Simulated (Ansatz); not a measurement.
System: SiH$_{2}$S$_{2}$, charge 0, singlet. SiH2S2 (SMILES S[Si]S).
B3LYP-D3(BJ)/def2-TZVP minimum from Ansatz (an electronic-structure program):
```xyz
5

Si    -0.3790    -0.6805     0.6339
S     -1.2371     1.1928    -0.0192
H     -0.2806     1.6516    -0.8491
S      1.4655    -0.5901    -0.4806
H      1.9331    -1.7677    -0.0288
```
Charge 0, spin multiplicity 1.

Quantity: atomisation energy (electronic, to ground-state atoms), in kcal/mol. UHF or UKS for unpaired electrons; spin-orbit terms are left out. CBS(X,Y): correlation extrapolated as X^-3, Hartree-Fock from the larger set (Q,5: extrapolated as (X+1)exp(-9√X)). A bracket is a step between two methods taken in the basis named. The functionals are non-relativistic, so their misses hold any scalar relativity. Double hybrids freeze cores in their MP2 part. '+ core + X2C': CCSD(T) terms for core correlation (cc-pwCVTZ, 1s frozen past Ne) and scalar relativity (cc-pVTZ-DK). Where a partner has so few electrons that a lower coupled-cluster level is exact, that level stands in.

CCSD(T)/CBS(cc-pV(Q+d)Z,cc-pV(5+d)Z) + [CCSDT(Q) - CCSD(T)]/cc-pV(T+d)Z + core + X2C (Ansatz) gives 348.6 kcal/mol.

What does PBE/def2-TZVPD (Ansatz) give here, and how do the other levels compare?

PBE gives 351.4 kcal/mol, 2.8 kcal/mol above it. Differences of the others: r2SCAN/def2-TZVPD (Ansatz) -0.2; B3LYP/def2-TZVPD (Ansatz) -9.6; PBE0/def2-TZVPD (Ansatz) -5.1; wB97M-V/def2-TZVPD (Ansatz) 3.3; B2PLYP/def2-TZVPD (Ansatz) -11.2; CCSD(T)/CBS(cc-pV(Q+d)Z,cc-pV(5+d)Z) + core + X2C (Ansatz) -0.4 kcal/mol. Nearer than PBE: r2SCAN/def2-TZVPD, CCSD(T)/CBS(cc-pV(Q+d)Z,cc-pV(5+d)Z) + core + X2C.
